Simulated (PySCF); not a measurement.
SMILES COBO[SiH3] (CH7BO2Si), PBE0/def2-SVP optimised geometry. Atoms within 1.6 Å of the plane z = 1.5 Å (x, y, z in Å): B1 (0.88, 0.04, 0.00), H2 (2.09, 0.04, 0.00), O3 (0.17, -1.12, 0.00), C4 (0.78, -2.38, 0.00), H5 (1.88, -2.31, -0.01), H6 (0.46, -2.94, 0.89), O8 (0.20, 1.21, 0.00), Si9 (-1.46, 1.47, -0.02), H11 (-1.65, 2.95, -0.02), H12 (-2.09, 0.89, 1.20).

Calculation: PBE0/def2-TZVP (PySCF).

Map of the electrostatic potential (hartree/e), clipped to [-0.08, 0.12] on the plane z = 1.5 Å:

```
|111111111111111111111111111|
|111111111111111111111111111|
|111111111111111111111111111|
|111111111111111101111111111|
|111111111111111000011111111|
|111111111221110000001111111|
|111111122232210000000111111|
|111112223444210000000111111|
|111112234665310000000111111|
|111112368765310000000111111|
|111112799964211111111111111|
|111112899943222222111111111|
|111112499522223443211111111|
|111111233211224553211111111|
|111111111111123443211111111|
|111111111000012332211111111|
|111111110000001222221111111|
|111111111000012222222211111|
|111111111111123332222222111|
|111111111111245532222222211|
|111111111112379943222222221|
|111111111122489953222222221|
|111111111222368743222222221|
|111111111222344432222222221|
|111111111222233322222222221|
|111111111222222222222222221|
|111111111222222222222222221|
```
Scale: ten equal steps from -0.025 (start of '0') to 0.120 (end of '9'), in the order '0123456789'; x runs from -5.00 to 5.00, y from -5.00 (bottom) to 5.00 (top).
